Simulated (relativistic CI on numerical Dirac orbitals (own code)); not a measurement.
**W²⁺ (5d4) in a crystal field**

Calculated by Dirac-Coulomb-Breit CI, separate exchange-only KLI orbitals for each configuration, a model potential for QED, valence Slater integrals scaled by 0.7, one configuration in a parametric crystal field (own radial code).

Field parameters in Wybourne normalisation: D4h B²₀ = −7Ds, B⁴₀ = 21(Dq − Dt), B⁴₄ = 21√(5/14) Dq; Td as Oh with Dq negative (B⁴₀ = 21Dq, B⁴₄ = √(5/14) B⁴₀). The field is a parameter set, without covalency.

S and J are read from ⟨S²⟩ = S(S + 1) and ⟨J²⟩ = J(J + 1) of each level; they are not fictitious spins.

D4h, 10Dq = 18100, Ds = 420, Dt = 1190 cm⁻¹, the lowest 10 levels:

| E (cm⁻¹) | Degeneracy | Irrep | S | J |
| --- | --- | --- | --- | --- |
| 0.0 | 1 | A1 | 1.50 | 2.77 |
| 1213 | 1 | A2 | 1.86 | 2.70 |
| 1789 | 2 | E | 1.81 | 2.88 |
| 2265 | 1 | B1 | 1.95 | 2.86 |
| 2796 | 1 | A1 | 1.53 | 3.24 |
| 3171 | 2 | E | 1.26 | 3.72 |
| 6360 | 1 | B2 | 0.75 | 4.34 |
| 7411 | 1 | B1 | 0.98 | 3.68 |
| 7758 | 1 | A1 | 1.08 | 4.18 |
| 7904 | 2 | E | 1.17 | 3.60 |

Td, 10Dq = -5500 cm⁻¹, the lowest 16 levels:

```tsv
E (cm⁻¹)	Degeneracy	Irrep	S	J
0.0	1	A1	1.67	1.54
1759	3	T1	1.88	1.76
2903	3	T2	1.94	2.29
3947	2	E	1.94	2.79
4434	3	T1	1.93	3.15
5245	3	T2	1.91	3.63
6119	1	A1	1.11	3.45
8392	2	E	1.33	3.57
8809	1	A2	1.64	3.11
8897	3	T1	1.56	3.87
9192	3	T2	1.80	3.35
9452	1	A1	1.77	3.71
9947	3	T1	1.12	3.60
10206	3	T2	1.07	3.74
10265	2	E	1.59	3.60
11049	1	A2	1.38	3.37
```

Td, 10Dq = -15650 cm⁻¹, the lowest 16 levels:

| E (cm⁻¹) | Degeneracy | Irrep | S | J |
| --- | --- | --- | --- | --- |
| 0.0 | 1 | A1 | 0.35 | 4.25 |
| 9607 | 3 | T1 | 1.29 | 3.21 |
| 9715 | 1 | A1 | 1.24 | 3.20 |
| 11111 | 3 | T2 | 1.25 | 3.49 |
| 11519 | 2 | E | 1.04 | 3.74 |
| 13354 | 3 | T1 | 1.07 | 4.24 |
| 13436 | 1 | A2 | 1.00 | 3.59 |
| 13767 | 3 | T2 | 1.24 | 3.92 |
| 14288 | 2 | E | 1.53 | 3.58 |
| 15984 | 3 | T1 | 1.24 | 4.30 |
| 16044 | 3 | T2 | 1.78 | 3.06 |
| 16183 | 3 | T1 | 1.72 | 2.89 |
| 16686 | 1 | A1 | 1.70 | 2.67 |
| 17987 | 3 | T2 | 1.83 | 3.79 |
| 18523 | 3 | T1 | 1.41 | 4.04 |
| 18617 | 2 | E | 1.53 | 4.05 |

Levels of this model without a field, named by their leading LS term (the scale mimics covalency, so terms lie below those of the real free ion): ⁵D0 0, ⁵D1 1515, ⁵D2 3194, ⁵D3 4768, ⁵D4 6158, ³P0 10788, ³H4 11632, ³G3 14129 cm⁻¹.
